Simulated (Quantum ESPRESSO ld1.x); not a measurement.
Lu XVI, 56 electrons, occupied as [Ar] 3d10 4s2 4p5 4d10 4f10 5f1 (not the ground configuration). All-electron calculation, Dirac Kohn-Sham, relativistic LDA (MacDonald-Vosko exchange, VWN5 correlation), spin-unpolarised, spherical densities, point nucleus; open shells are shared between the two j in proportion to 2j + 1. Program: ld1.x of Quantum ESPRESSO 7.5. Some entries of the table are withheld. Estimate them.

orbital      occ.  eigenvalue (hartree)  <r> (bohr)  <r^2> (bohr^2)
1s1/2           2              -2318.93     0.01940       0.0005163
2s1/2           2              -405.838     0.08152        0.007913
2p1/2           2              -388.345     0.06761        0.005674
2p3/2           4              -347.748     0.07518        0.006879
3s1/2           2              -101.943      0.2127         0.05185
3p1/2           2              -94.1365      0.2024         0.04770
3p3/2           4              -85.4578      0.2165         0.05437
3d3/2           4              -72.1182      0.1899         0.04236
3d5/2           6              -70.2111      0.1942         0.04420
4s1/2           2              -30.1796      0.4730          0.2524
4p1/2     1.66667              -26.9660      0.4778          0.2596
4p3/2     3.33333              -24.9040      0.5077          0.2925
4d3/2           4              -19.5618         (1)             (2)
4d5/2           6              -19.1682         (3)             (4)
5s1/2           0              -12.5162      0.9735           1.054
4f5/2     4.28571                   (5)      0.5587          0.3695
4f7/2     5.71429                   (6)      0.5634          0.3754
5p1/2           0              -11.3293       1.016           1.152
5p3/2           0              -10.8012       1.064           1.262
5d3/2           0              -8.90125         (7)           1.522
5d5/2           0              -8.80345         (8)           1.559
5f5/2    0.428571              -6.61809         (9)           2.129
5f7/2    0.571429              -6.59767        (10)           2.145
6f5/2           0              -4.23895       2.295           5.979
6f7/2           0              -4.22860       2.301           6.011

Answer. 
(1) 4d3/2 <r> (bohr): 0.5204
(2) 4d3/2 <r^2> (bohr^2): 0.3121
(3) 4d5/2 <r> (bohr): 0.5299
(4) 4d5/2 <r^2> (bohr^2): 0.3234
(5) 4f5/2 eigenvalue (hartree): -12.4287
(6) 4f7/2 eigenvalue (hartree): -12.3499
(7) 5d3/2 <r> (bohr): 1.165
(8) 5d5/2 <r> (bohr): 1.179
(9) 5f5/2 <r> (bohr): 1.369
(10) 5f7/2 <r> (bohr): 1.374
